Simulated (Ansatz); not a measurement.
Relaxation of CH8GeOS (12 atoms, charge 0, multiplicity 1), to a largest force component of 0.03 eV/Å in at most 50 steps.

Method: RKS PBE-D4/def2-SVP (Ansatz 0.2.0).

```xyz
12
Properties=species:S:1:pos:R:3
Ge -0.921 -0.151 -0.530
S 1.820 -1.302 1.430
H -2.196 0.075 -1.403
H -1.142 -1.369 0.398
C -0.435 1.504 0.398
H 1.696 -1.342 0.073
O 0.423 -0.682 -1.678
H 0.924 -2.310 1.607
H -0.219 2.308 -0.333
H -1.288 1.835 1.024
H 0.448 1.328 1.040
H 0.889 0.107 -2.025
```

Problem. Where does it end, and by what steps?

Solution. It converged. After 8 steps the energy has fallen by 0.098 eV; H4 moved furthest, 0.57 Å.

```csv
step,energy less start (eV),largest force component (eV/Å),accepted
0,0.0000,0.423,yes
1,-0.0500,0.296,yes
2,-0.0671,0.295,yes
3,-0.0824,0.206,yes
4,-0.0889,0.118,yes
5,-0.0938,0.185,yes
6,-0.0962,0.151,yes
7,-0.0978,0.069,yes
8,-0.0982,0.027,yes
```

```xyz
12
Properties=species:S:1:pos:R:3
Ge -1.069 -0.063 -0.608
S 2.228 -1.229 1.318
H -2.061 0.355 -1.736
H -1.665 -1.213 0.239
C -0.491 1.466 0.471
H 1.644 -1.167 0.070
O 0.368 -0.870 -1.404
H 1.416 -2.259 1.681
H -0.051 2.256 -0.169
H -1.358 1.893 1.014
H 0.268 1.118 1.200
H 0.772 -0.287 -2.076
```

Whether the end is a true minimum wasn't checked by a vibrational analysis.

Time of the run: 25 s on 2 threads of Arm Neoverse V1, with other jobs on the host, peak memory 0.17 GiB.
